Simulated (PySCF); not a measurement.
# C2H6OSi: g tensor and hyperfine couplings

Compound: C2H6OSi (triplet state).
Numbering: `[CH3:1][O:2][Si:3][CH3:4]` (hydrogens: H5, H6, H7 on C1; H8, H9, H10 on C4)

Geometry (GFN2-xTB, Å), atoms numbered from 1 in this order:
```
atom  x, y, z in Å
C1     1.8351    0.5247   -0.0674
O2     1.0847   -0.5859    0.3422
Si3   -0.3082   -1.1842   -0.2999
C4    -1.9434   -0.4104    0.3444
H5     2.0649    0.4731   -1.1348
H6     1.2942    1.4534    0.1341
H7     2.7654    0.5206    0.5015
H8    -2.0494    0.6130   -0.0061
H9    -1.9485   -0.4097    1.4307
H10   -2.7858   -0.9901   -0.0097
```

The hyperfine couplings belong to this conformer and change with its torsions.

The calculation used UKS B3LYP, pcH-1 on C H O Si, non-relativistic, mean-field spin-orbit, GIAO (PySCF 2.14.0). One conformer (not necessarily the lowest) at the GFN2-xTB geometry, without solvent, vibrations or thermal averaging. This triplet need not be the ground state; the singlet was not compared here. Couplings are sensitive to structure, and on GFN2-xTB geometries they can be far from those on DFT ones, by a factor of two or more for some ions and for spin on atoms past the first row. No stability test was run, so a lower SCF solution isn't excluded.

```json
{
  "g1, g2, g3": "2.00046, 2.00203, 2.00268",
  "g_iso": "2.00172",
  "Form of g": "rhombic: the two nearest values differ by 29 % of g3 − g1",
  "⟨S²⟩": "2.0021 (exact 2.0000)",
  "α and β electrons": "21, 19",
  "Total energy": "-444.49020 Eh",
  "Basis functions": "170"
}
```

Hyperfine couplings atom by atom, in MHz; T1 to T3 are the principal values of the dipolar part:

```tsv
atom	isotope	a_iso	of which spin–orbit	T1	T2	T3	Mulliken spin population
C1	13C	24.0	0.0	-1.8	-1.5	3.4	0.00
O2	17O	-40.0	-0.1	-19.3	5.2	14.1	0.10
Si3	29Si	-501.1	1.2	-76.8	-3.0	79.8	1.71
C4	13C	66.8	0.0	-10.2	-8.8	19.0	0.15
H5	1H	2.7	0.0	-3.0	-1.6	4.6	0.01
H6	1H	3.3	0.0	-2.3	-1.5	3.8	0.00
H7	1H	0.0	0.0	-2.0	-1.6	3.6	0.00
H8	1H	32.6	0.0	-6.6	-0.6	7.2	0.02
H9	1H	25.4	0.0	-6.3	-0.8	7.1	0.02
H10	1H	-6.9	0.0	-5.9	-2.7	8.6	-0.01
```

The Mulliken spin populations are largest on Si3 (+1.71), C4 (+0.15) and O2 (+0.10).

The 17O coupling of O2 (-40.0 MHz) shows only in satellite lines or after enrichment, since that isotope makes up about 0.038 % of natural oxygen.

The 29Si coupling of Si3 (-501.1 MHz) shows only in satellite lines or after enrichment, since that isotope makes up about 4.7 % of natural silicon.
